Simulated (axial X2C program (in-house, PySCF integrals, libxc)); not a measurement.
## Potential curves of MoCl, two-component

Calculated with an axial X2C code built on PySCF integrals. Two-component (2c) means X2C with spin–orbit coupling and atomic mean-field two-electron Coulomb and Gaunt terms. Basis: Mo dyall-cv3z [11s12p9d5f3g], Cl dyall-av3z [9s8p3d2f] (cores contracted in-house); Gaussian nuclei, density fitting, unrestricted open shells. Masses: Mo 97.905 u, Cl 34.969 u.

State: Ω = 5/2 (⟨Sz⟩ = 2.50, ⟨Lz⟩ = 0.00 at PBE0). Energies in eV from the fragments at the same level (Mo + Cl). Fits are polynomials in 1 − R0/R over 0.85 to 1.23 times the lowest point R0.

```
 R (Å)     PBE0      MP2      PBE
1.9975  -2.8486  -2.8680  -3.0582
2.0894  -3.3819  -3.3954  -3.5709
2.1582  -3.6062  -3.6168  -3.7832
2.2271  -3.7201  -3.7285  -3.8874
2.2960  -3.7505  -3.7569  -3.9102
2.3764  -3.7092  -3.7123  -3.8620
2.4567  -3.6098  -3.6077  -3.7573
2.5600  -3.4272  -3.4145  -3.5699
2.6863  -3.1581  -3.1284  -3.2973
2.8700  -2.7380  -2.6814  -2.8766
```

Correlated methods: 21 electrons correlated (number of frozen shells: Mo 3 s, 2 p, 1 d; Cl 2 s, 1 p), 291 virtual spin orbitals or spinors in MP2.

The state is a single determinant with fixed occupations, the lowest that a limited PBE0 search found. De is counted from the lowest determinant-based energies of the atoms at the same level, without counterpoise correction. Density functionals use the spin component along the axis (collinear). A 2c atom that is not at its ground J level misses part of its spin–orbit lowering, and De is too large by that part (0.04 eV or less for light atoms). This holds for PBE0, PBE. The functionals have no current-density term, which raises determinants with orbital currents, atoms included. With several unpaired electrons one determinant need not be a pure state. This is the top spin component of a Σ state; components of lower Ω are not single determinants and can lie lower. MP2 and coupled cluster on one determinant become unreliable at the stretched end.

**Question.** Fit the PBE0 curve near its minimum: give the equilibrium distance, the harmonic wavenumber and the well depth.

**Answer.** At PBE0, 2c: Re = 2.292 Å, ωe ≈ 373 cm⁻¹, De = 3.75 eV to Mo + Cl; Be follows as 0.125 cm⁻¹.

**Question.** What are Re, ωe and De at the MP2 level?

**Answer.** At MP2, 2c: Re = 2.290 Å, ωe ≈ 377 cm⁻¹, De = 3.76 eV to Mo + Cl; Be follows as 0.125 cm⁻¹.

**Question.** Fit the PBE curve near its minimum: give the equilibrium distance, the harmonic wavenumber and the well depth.

**Answer.** At PBE, 2c: Re = 2.284 Å, ωe ≈ 374 cm⁻¹, De = 3.91 eV to Mo + Cl; Be follows as 0.125 cm⁻¹.
